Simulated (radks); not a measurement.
The mean radii <r> (bohr) of the occupied orbitals of an atom or ion are listed with their occupations. Calculated with a radial shooting solver on a logarithmic mesh with Libxc functionals: Dirac Kohn-Sham, PBE, spin-unpolarised, spherical densities, finite nucleus; Fermi nuclear charge, rms radius of each element as measured or else 0.836 A^(1/3) + 0.57 fm.

| orbital | occ. | <r> |
|---|---|---|
| 1s1/2 | 2 | 0.01932 |
| 2s1/2 | 2 | 0.08124 |
| 2p1/2 | 2 | 0.06740 |
| 2p3/2 | 4 | 0.07501 |
| 3s1/2 | 2 | 0.2121 |
| 3p1/2 | 2 | 0.2020 |
| 3p3/2 | 4 | 0.2162 |
| 3d3/2 | 4 | 0.1898 |
| 3d5/2 | 6 | 0.1942 |
| 4s1/2 | 2 | 0.4776 |
| 4p1/2 | 2 | 0.4845 |
| 4p3/2 | 4 | 0.5169 |
| 4d3/2 | 4 | 0.5389 |
| 4d5/2 | 6 | 0.5501 |
| 5s1/2 | 2 | 1.106 |
| 5p1/2 | 2 | 1.194 |
| 5p3/2 | 1 | 1.268 |
| 4f5/2 | 6 | 0.6551 |
| 4f7/2 | 7 | 0.6638 |

Name the element and its charge. Open shells, if any, fill j = l - 1/2 first.

Answer. Z = 71, lutetium, charge +7: Lu7+ in [Kr] 4d10 4f13 5s2 5p3. The 1s radius gives Z: for a bare nucleus <r> = (2 gamma + 1)/(2Z) with gamma = sqrt(1 - (Z/c)^2), 0.01909 bohr for Z = 71, and screening makes it slightly larger (0.01932 here). The occupations add up to 64, and the charge is Z minus that.
